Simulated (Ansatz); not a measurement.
`CB(C)BN` + `CC(=N)BO` → `C/N=C(\C)BO` + `CBBN`  (substitution at a C–B bond)

Computed with Ansatz on PBE0-D4/def2-TZVP structures; ΔE is electronic, products minus reactants. CCSD(T)/CBS is the MP2 limit (def2-TZVPP, def2-QZVPP) plus CCSD(T) − MP2 in def2-TZVPP, frozen cores. Functionals use def2-TZVPP. One conformer a species, not always the lowest.

Task: Is it downhill or uphill in electronic energy at CCSD(T)/CBS, and by how much? (Estimate.)

Result: Computed: Uphill: ΔE = +0.73 eV.

Task: What do these levels give: PBE-D4, PBE0-D4, PBE0, HF/def2-TZVPP, MP2/CBS(def2), CCSD/CBS(def2)? (Best estimate.)

Result: The calculation gave: PBE-D4 0.70, PBE0-D4 0.72, PBE0 0.72, HF/def2-TZVPP 0.71, MP2/CBS(def2) 0.73, CCSD/CBS(def2) 0.74 eV.

Largest T1 diagnostic among the species: 0.013.
